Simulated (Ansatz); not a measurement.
Correlation energies of Cl₃H₃OSiSn, SMILES `[SiH3][O][Sn]([Cl])([Cl])[Cl]` by basis set

Cartesian coordinates in Å:
```
Si -1.5063 -0.4716 -0.6938
O 0.0793 -0.0239 -0.7422
Sn 1.4455 0.4433 0.5191
Cl 0.7776 2.2759 1.7195
Cl 3.3351 0.9108 -0.6713
Cl 1.8049 -1.3180 1.9383
H -1.9473 -0.6707 -2.0948
H -2.3241 0.5885 -0.0485
H -1.6648 -1.7343 0.0738
```

The species carries charge 0 and has multiplicity 1. Correlated methods include outer-core shells of Sn, which these sets cover unevenly. Sn takes the def2 core potential. The structure was optimised at the PBE0-D4/def2-TZVP level. It is one conformer, not always the lowest. Frozen core, restricted reference, the Gaussian-basis code of Ansatz.

```csv
basis,HF (Eh),MP2 corr.,CCSD corr.,(T),CCSD(T) total
def2-SVP,-1956.99306,?,?,-0.01958,?
def2-TZVPP,?,-1.23104,–,–,–
def2-QZVPP,?,-1.53340,–,–,–
```

**Question.** Fill in the withheld values. (Best estimate.)

**Answer.** Computed: def2-SVP MP2 corr.: -0.77840; def2-SVP CCSD corr.: -0.83668; def2-SVP CCSD(T) total: -1957.84932; def2-TZVPP HF (Eh): -1957.68916; def2-QZVPP HF (Eh): -1957.74454.
